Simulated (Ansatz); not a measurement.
A small benchmark: atomisation enthalpy at 298 K

6 molecules without hydrogen; the atomisation enthalpy at 298 K in kJ/mol, computed less measured. Shapes, held fixed at every level: PBE0-D4/def2-TZVP. Flexible molecules stand in one conformer, not always the lowest. Thermal terms are harmonic and unscaled (PBE0-D4/def2-TZVP); the spin-orbit lowering of the free atoms is taken from their spectra. Programs: Ansatz 0.2.0. Measured values: Active Thermochemical Tables, NIST-JANAF tables.

Levels: A = r2SCAN0-D4/def2-TZVPP; B = wB97M-V/def2-TZVPP; C = CCSDT/STO-3G; D = CCSD(T)/def2-TZVPP.

```json
{"molecule": "ICl (SMILES ClI)", "from tabulated heats": "211", "A": "-29", "B": "-17", "C": "-56", "D": "-35"}
{"molecule": "N2 (nitrogen)", "from tabulated heats": "945", "A": "-91", "B": "+7", "C": "-411", "D": "-50"}
{"molecule": "CO2 (carbon dioxide)", "from tabulated heats": "1609", "A": "-63", "B": "+3", "C": "-458", "D": "-58"}
{"molecule": "SF2 (SMILES FSF)", "from tabulated heats": "732", "A": "-65", "B": "+9", "C": "-364", "D": "-57"}
{"molecule": "S2F2 (Difluorodisulfane)", "from tabulated heats": "1049", "A": "-77", "B": "-1", "C": "-516", "D": "-106"}
{"molecule": "NF3 (SMILES FN(F)F)", "from tabulated heats": "843", "A": "-84", "B": "+22", "C": "-292", "D": "-62"}
```

(1) Sum up the errors.

Results:

(1) 
| level | kind | mean error | mean absolute error | worst case |
| --- | --- | --- | --- | --- |
| r2SCAN0-D4/def2-TZVPP | global hybrid | -68.2 | 68.2 | N2 |
| wB97M-V/def2-TZVPP | range-separated hybrid | +3.8 | 9.8 | NF3 |
| CCSDT/STO-3G | coupled cluster or CI | -349.5 | 349.5 | S2F2 |
| CCSD(T)/def2-TZVPP | coupled cluster or CI | -61.3 | 61.3 | S2F2 |

On this set wB97M-V/def2-TZVPP has the smallest mean absolute error and CCSDT/STO-3G the largest. r2SCAN0-D4/def2-TZVPP is too low in 6 of 6; CCSDT/STO-3G is too low in 6 of 6; CCSD(T)/def2-TZVPP is too low in 6 of 6. The heats of SF2 (sulfur difluoride) come from older tables and can be uncertain by 10 kJ/mol or more. The molecules' own spin-orbit lowering is left out, so errors for iodides read a little too negative. Heats of the atoms come from ATcT where it has them. The levels differ in basis as well as in method. The tabulated value of S2F2 is in doubt (older tables, estimates, or at odds with other calculations) and kept here. Over the 5 molecules whose values aren't doubted the mean absolute errors are A 66.4; B 11.6; C 316.2; D 52.4. For CCSDT/STO-3G the error tends to grow with the atomisation enthalpy. Correlated wave functions converge slowly with the basis. For atoms past krypton def2 sets carry core potentials with scalar relativity. All-electron rows are non-relativistic unless named. Outer-core shells of I are correlated, in sets that cover them unevenly. The set is small.
